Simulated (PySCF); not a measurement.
Species: C3H8FSi (charge +1).
Structure used (GFN2-xTB), in Å, numbered top down from 1:
```
atom  x, y, z in Å
C1    -0.9845   -1.6921    0.0495
Si2   -0.1299   -0.0205    0.0066
C3    -0.8485    1.7073   -0.0829
C4     1.7863   -0.0944    0.0416
F5     2.2570    1.1833   -0.1247
H6    -2.0030   -1.6220    0.4306
H7    -1.0508   -2.1284   -0.9487
H8    -0.4452   -2.4077    0.6753
H9    -1.7106    1.7618   -0.7499
H10   -1.1815    2.0521    0.8986
H11   -0.0962    2.4209   -0.4366
H12    2.2107   -0.6985   -0.7684
H13    2.1918   -0.4613    0.9912
```

PySCF closed-shell single points with density fitting, gas phase. The input was altered on purpose; the results of an altered input aren't properties of the species above.

Problem. What comes out at B97-D/aug-pcSseg-1 with: at most 79 cycles, all coordinates scaled by 0.8?

Solution. E = -507.2742 Eh; HOMO -11.92 eV, LUMO -7.39 eV (gap 4.53 eV), in 10 cycles. The distance C1···Si2 goes from 1.878 to 1.502 Å, the nuclear repulsion from 226.72 to 283.40 Eh (it goes as one over the scale factor).

Coordinates of the altered input:
```
atom  x, y, z in Å
C1    -0.7876   -1.3537    0.0396
Si2   -0.1039   -0.0164    0.0053
C3    -0.6788    1.3658   -0.0663
C4     1.4290   -0.0755    0.0333
F5     1.8056    0.9466   -0.0998
H6    -1.6024   -1.2976    0.3445
H7    -0.8406   -1.7027   -0.7590
H8    -0.3561   -1.9262    0.5402
H9    -1.3685    1.4094   -0.5999
H10   -0.9452    1.6417    0.7189
H11   -0.0769    1.9367   -0.3493
H12    1.7686   -0.5588   -0.6147
H13    1.7534   -0.3690    0.7930
```

The SCF part of the output:
```
final grid: 100136 points
cycle   1  E = -506.9887247723  dE =  3.307e+00  |g| = 1.176e+00  |ddm| = 8.411e+00
cycle   2  E = -506.9318398387  dE =  5.688e-02  |g| = 1.264e+00  |ddm| = 5.274e+00
cycle   3  E = -507.2702747482  dE = -3.384e-01  |g| = 1.651e-01  |ddm| = 2.120e+00
cycle   4  E = -507.2736987026  dE = -3.424e-03  |g| = 5.337e-02  |ddm| = 2.482e-01
cycle   5  E = -507.2741583743  dE = -4.597e-04  |g| = 5.447e-03  |ddm| = 9.183e-02
cycle   6  E = -507.2741628225  dE = -4.448e-06  |g| = 2.364e-03  |ddm| = 1.688e-02
cycle   7  E = -507.2741640198  dE = -1.197e-06  |g| = 7.130e-04  |ddm| = 5.160e-03
cycle   8  E = -507.2741641226  dE = -1.028e-07  |g| = 9.338e-05  |ddm| = 1.283e-03
cycle   9  E = -507.2741641246  dE = -2.040e-09  |g| = 1.989e-05  |ddm| = 2.697e-04
cycle  10  E = -507.2741641247  dE = -9.493e-11  |g| = 3.567e-06  |ddm| = 5.626e-05
converged SCF energy = -507.2741641247
```

B97-D is run here without its empirical dispersion term; that term would change no orbital, density or response property at a fixed geometry.
